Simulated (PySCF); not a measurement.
PySCF 2.14 output of an unrestricted LDA calculation on a single atom or ion in def2-TZVPPD with the def2 core potential (60 electrons) (6s5p3d2f1g, 59 functions), with scalar relativity through the core potential:

```
SCF conv_tol = 1e-09
number electrons alpha = 9  beta = 5
    P. A. M. Dirac.,  Math. Proc. Cambridge Philos. Soc. 26, 376 (1930)
    F. Bloch.,  Z. Phys. 57, 545 (1929)
    S. H. Vosko, L. Wilk, and M. Nusair.,  Can. J. Phys. 58, 1200 (1980)
cycle= 1 E= -66.5903008979026  delta_E= 0.00746  |g|= 0.127  |ddm|= 1.23
cycle= 2 E= -66.5746731638116  delta_E= 0.0156  |g|= 0.227  |ddm|= 1.34
cycle= 3 E= -66.6098889335785  delta_E= -0.0352  |g|= 0.0646  |ddm|= 0.455
cycle= 4 E= -66.6152692874989  delta_E= -0.00538  |g|= 0.0189  |ddm|= 0.333
cycle= 5 E= -66.6155008501235  delta_E= -0.000232  |g|= 0.00882  |ddm|= 0.183
cycle= 6 E= -66.6156606391444  delta_E= -0.00016  |g|= 0.00387  |ddm|= 0.0967
cycle= 7 E= -66.6156740976249  delta_E= -1.35e-05  |g|= 0.000563  |ddm|= 0.0214
cycle= 8 E= -66.6156742697061  delta_E= -1.72e-07  |g|= 0.000254  |ddm|= 0.000754
cycle= 9 E= -66.6156743155186  delta_E= -4.58e-08  |g|= 8.43e-05  |ddm|= 0.000549
cycle= 10 E= -66.6156743219036  delta_E= -6.39e-09  |g|= 1.47e-05  |ddm|= 0.000323
cycle= 11 E= -66.6156743221513  delta_E= -2.48e-10  |g|= 2.56e-07  |ddm|= 9.62e-05
converged SCF energy = -66.6156743221513  <S^2> = 6.5161718  2S+1 = 5.2023732
```

The run itself started from symmetry-adapted Hartree-Fock orbitals and held the occupation by maximum overlap, on a logarithmic radial grid, so the iterations belong to that start.

Task: Which element, charge and spin multiplicity is this?

Result: W (tungsten, neutral), multiplicity 5; the state was [Xe] 4f14 5d3 6s2 6p1, one real determinant (an excited configuration).

⟨L²⟩ = 15.37 against 20 for a pure G term, so this real determinant mixes terms. Energies and moments cover only the electrons outside the core potential. Spin-orbit coupling, absent here, splits the open shell strongly. ⟨S²⟩ = 6.52 against 6.00 shows spin contamination. The s, p, d and f populations moved away from the nominal configuration during the SCF.
